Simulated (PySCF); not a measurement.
**MAs for M along the fourth-period p block**

PBE with triple-zeta basis sets in PySCF, for the lowest determinant that a PBE0 search found; no spin–orbit coupling. De refers to high-spin ground-configuration atoms. A positive dipole means M(−)As(+).

```json
{"M": "Ge", "basis": "def2-TZVPPD", "state (unpaired electrons)": "doublet (π ↑)", "Re (Å)": "2.272", "ωe (cm⁻¹)": "339", "De (eV)": "3.43", "μ (D)": "-0.87"}
{"M": "As", "basis": "x2c-TZVPPall", "state (unpaired electrons)": "singlet (closed shell)", "Re (Å)": "2.116", "ωe (cm⁻¹)": "432", "De (eV)": "4.20", "μ (D)": "n/a"}
{"M": "Se", "basis": "x2c-TZVPPall", "state (unpaired electrons)": "doublet (π ↑)", "Re (Å)": "2.168", "ωe (cm⁻¹)": "392", "De (eV)": "3.87", "μ (D)": "0.73"}
{"M": "Br", "basis": "def2-TZVPPD", "state (unpaired electrons)": "triplet (π ↑↑)", "Re (Å)": "2.316", "ωe (cm⁻¹)": "304", "De (eV)": "3.11", "μ (D)": "0.87"}
```

(1) By what factor does the bond length vary along the series?

The rows differ in basis set, which adds steps of its own.

The state changes along the series, so neighbouring rows are not always alike in their bonding.

Spin–orbit coupling is left out. States were picked by a PBE0 search and need not be the measured ground states.

Answers

(1) At PBE it runs from 2.116 Å (As2) to 2.316 Å (AsBr), a factor of 1.09.
